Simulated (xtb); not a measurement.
C$_{6}$H$_{15}$In, triplet, at a GFN2-xTB geometry (such geometries of metal compounds can be far from the true shape) (a higher spin typed on purpose: for a closed-shell molecule this is an excited state). Base run: GFN2-xTB in xtb.

The xtb input:
```
$ xtb mol.xyz --gfn 2 --uhf 2 --json

# file mol.xyz
22

In    -0.23398741    -0.36152694    -0.55690864
C      2.16381966     0.40889531    -0.09475373
C      2.51571723     1.70987648    -0.74761026
H      2.64110285    -0.45326256    -0.55793624
H      2.28567277     0.40099473     0.98308425
H      1.99831936     2.53973899    -0.26927802
H      2.25803581     1.69830154    -1.80830774
H      3.59211231     1.90687548    -0.67461138
C     -0.49591561    -2.45485353     0.67538283
C     -0.97858066    -2.08439410     2.05953176
H      0.49850946    -2.90378075     0.70372527
H     -1.18637427    -3.13331750     0.17328037
H     -1.97782826    -1.64700889     2.01874353
H     -0.30685733    -1.35785533     2.52126457
H     -1.02572651    -2.95958466     2.71632037
C     -0.66583161     1.62724689     1.02650925
C     -1.21381092     2.71681817     0.15505427
H      0.22334432     1.90576306     1.57847157
H     -1.41138158     1.16033134     1.66486430
H     -2.08016909     2.36680371    -0.41100790
H     -0.45981656     3.07228126    -0.54863506
H     -1.53594834     3.57700467     0.75386113
```

Each row names what was changed in the base input (with any setting that the change needs).

| change | ΔE vs base (mEh) | dipole (D) | G_solv (kcal/mol) | SCF cycles |
|---|---|---|---|---|
| base | 0.000 | 1.33 | - | 14 |
| acc = 30 | 0.002 | 1.33 | - | 11 |
| gbsa = water | -3.002 | 2.03 | -2.13 | 16 |
| etemp = 10000 | -58.645 | 0.59 | - | 12 |
| alpb = chcl3 | -14.086 | 1.88 | -9.01 | 16 |
| alpb = toluene | -14.444 | 1.64 | -9.11 | 15 |
| etemp = 3000 | -7.064 | 0.71 | - | 13 |

ALPB and GBSA are two models with their own fitted parameters for each solvent, which aren't always the measured dielectric constant.
